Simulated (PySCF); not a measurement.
Frontier orbitals and the lowest excitations

Si(vinyl)3(NHtBu), C10H19NSi.
Structure used (PBE0-D3(BJ)/def2-SVP), in Å, numbered top down from 1:
```
atom  x, y, z in Å
Si1    0.264    0.551    0.700
C2     0.329    0.253    2.551
C3     0.795    1.145    3.434
H4    -0.036   -0.706    2.945
H5     1.170    2.126    3.119
H6     0.822    0.944    4.511
C7     2.000    0.817    0.021
C8     3.132    0.668    0.719
H9     2.098    1.113   -1.034
H10    3.119    0.382    1.778
H11    4.121    0.827    0.273
C12   -0.687    2.126    0.319
C13   -1.468    2.767    1.197
H14   -0.583    2.570   -0.680
H15   -1.612    2.393    2.217
H16   -1.996    3.693    0.941
N17   -0.521   -0.872    0.073
C18   -0.726   -1.304   -1.304
C19    0.464   -2.143   -1.789
C20   -2.005   -2.143   -1.359
C21   -0.890   -0.082   -2.206
H22   -0.486   -1.663    0.709
H23    0.319   -2.497   -2.822
H24    1.393   -1.553   -1.749
H25    0.601   -3.026   -1.144
H26   -1.921   -3.020   -0.696
H27   -2.201   -2.513   -2.378
H28   -2.866   -1.547   -1.024
H29    0.021    0.538   -2.212
H30   -1.732    0.541   -1.872
H31   -1.077   -0.395   -3.244
```

Method used: PySCF 2.14.0, density-fitted response routines, TDDFT B3LYP/def2-SVPD, vertical, gas phase, core orbitals frozen in the response.

Frontier orbitals with the atoms that hold most of them (Löwdin shares over 4%, at most four atoms; ? is withheld):

| orbital | ε (eV) | atoms |
| --- | --- | --- |
| HOMO-3 | -7.69 | C2 30%, C3 30%, C12 10%, C13 9% |
| HOMO-2 | -7.62 | C7 22%, C8 20%, C12 15%, C13 14% |
| HOMO-1 | -7.24 | C12 20%, C7 18%, C13 18%, C8 15% |
| HOMO | -6.23 | ? |
| LUMO | -0.80 | ? |
| LUMO+1 | -0.66 | C3 34%, C2 31%, Si1 7%, H6 5% |
| LUMO+2 | 0.22 | C7 18%, C12 17%, C13 17%, C8 16% |

Q: Give the leading atoms of the LUMO.

A: C13 (bonded to C and 2 H) 20%; C8 (bonded to C and 2 H) 18%; C12 (bonded to C, Si and H) 17%; C7 (bonded to C, Si and H) 14%.

Q: Give the leading atoms of the HOMO.

A: N17 (bonded to C, Si and H) 54%; C18 (bonded to 3 C and N) 7%; C19 (bonded to C and 3 H) 6%; Si1 (bonded to 3 C and N) 6%. By element: nitrogen 54%, carbon 13% or more, silicon 6%.

Q: The HOMO–LUMO gap is 5.42 eV. Where does the response calculation put the lowest singlet, and from which orbitals?

A: S1 is at 4.56 eV (f = 0.013), 0.86 eV below the gap, made of HOMO→LUMO (95%). Without the coupling terms of the response equations the lowest excitation would equal the gap.

Q: One configuration dominates each of S1, S2 and S7. Which, and how do the shares of the two leading atoms of either orbital change from the occupied to the empty one?

A: 
- S1 (4.56 eV, f 0.013), HOMO→LUMO (95%): N17 54% → at most 15%, C18 7% → at most 15%, C13 at most 6% → 20%, C8 at most 6% → 18%
- S2 (4.78 eV, f 0.013), HOMO→LUMO+1 (97%): N17 54% → at most 5%, C18 7% → at most 5%, C3 at most 6% → 34%, C2 at most 6% → 31%
- S7 (6.13 eV, f 0.0067), HOMO-2→LUMO+1 (76%): C7 22% → at most 5%, C8 20% → at most 5%, C3 at most 14% → 34%, C2 at most 14% → 31%

Löwdin shares depend on the basis, the more so with diffuse functions.

One conformer stands for the species.
